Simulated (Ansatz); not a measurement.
System: C₆H₁₃S, charge 0, multiplicity 2. It need not be the lowest isomer of its formula. 
Geometry from a B3LYP-D3(BJ)/def2-TZVP (Ansatz, a program for electronic structure) optimisation:
```
C
H 1 1.0921
H 1 1.0922 2 106.74
C 1 1.5234 2 109.37 3 118.87
H 4 1.0921 1 110.28 2 61.28
H 4 1.0932 5 107.04 1 -120.67
C 1 1.5461 2 109.71 3 -117.92
H 7 1.0941 1 108.47 2 -63.80
H 7 1.0974 8 106.78 1 116.19
C 7 1.4874 8 110.25 9 119.15
H 10 1.0837 7 118.55 8 31.50
C 10 1.4859 11 118.61 7 -166.06
H 12 1.0917 10 111.90 11 -32.74
H 12 1.0948 13 108.23 10 123.10
H 12 1.1015 13 106.50 14 113.90
S 4 1.8192 5 104.64 6 -115.07
C 16 1.8127 4 100.52 5 168.73
H 17 1.0891 16 106.75 4 -175.23
H 17 1.0891 18 108.66 16 120.89
H 17 1.0907 18 108.79 19 119.52
```
Charge 0, spin multiplicity 2.

Total electronic energies in hartree. Cores are frozen in the correlated levels unless marked. UHF or UKS for open shells. Spin-orbit coupling is left out. No relativistic terms. Basis-set limits of correlation are two-point, X^-3; Hartree-Fock from the larger set. The bracket is a focal-point correction in the basis named.

```
level                                                                 program  energy (Eh)
-------------------------------------------------------------  --------------  -----------
r2SCAN/def2-TZVPD                                                      Ansatz   -634.52217
r2SCAN-D4/def2-TZVPD                                           Ansatz + dftd4   -634.52657
B97M-V/def2-TZVPD                                                      Ansatz   -634.60073
B3LYP-D3(BJ)/def2-TZVPD                                        Ansatz + dftd3   -634.75597
B3LYP/def2-TZVPD                                                       Ansatz   -634.72689
PBE0/6-31G*                                                            Ansatz   -634.15001
BHLYP/def2-TZVPD                                                       Ansatz   -634.54114
HSE06-D3(BJ)/def2-TZVPD                                        Ansatz + dftd3   -634.25425
wB97X-V/def2-TZVPD                                                     Ansatz   -634.57213
B2GP-PLYP-D4/def2-TZVPD                                        Ansatz + dftd4   -634.24126
B2GP-PLYP/def2-TZVPD                                                   Ansatz   -634.23441
B2PLYP-D4/def2-TZVPD                                           Ansatz + dftd4   -634.33865
SCS-MP2/cc-pV(D+d)Z                                                    Ansatz   -633.25215
CCSD/cc-pV(D+d)Z                                                       Ansatz   -633.35369
RI-MP2/CBS(cc-pV(T+d)Z,cc-pV(Q+d)Z)+[CCSD(T)-MP2]/cc-pV(T+d)Z          Ansatz    -633.8554
```

Totals of different functionals don't rank their quality; only differences between species are comparable.
